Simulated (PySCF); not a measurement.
Electron correlation in Tl⁺ (thallium, charge +1)

[Xe] 4f14 5d10 6s1 6d1, high-spin 3D determinant (an excited configuration). Computed with PySCF 2.14 in aug-cc-pwCVTZ-DK3 (11s10p8d5f1g, 125 functions), with the spin-free X2C one-electron Hamiltonian (Gaussian nucleus). Frozen: [Xe] 4f14 5d10; 2 electrons correlated.

With two correlated electrons CCSD is exact within the correlated space (frozen core and kept virtual orbitals).

```csv
level,correlation energy (mhartree)
CCSD,-5.23
```

Diagnostics: T1 = 0.011, D1 = 0.0224, largest double amplitude 0.039.

Problem. Is a single reference adequate?

Solution. Yes, within this model without spin-orbit coupling: T1 lies below 0.03 and no double amplitude reaches 0.07.
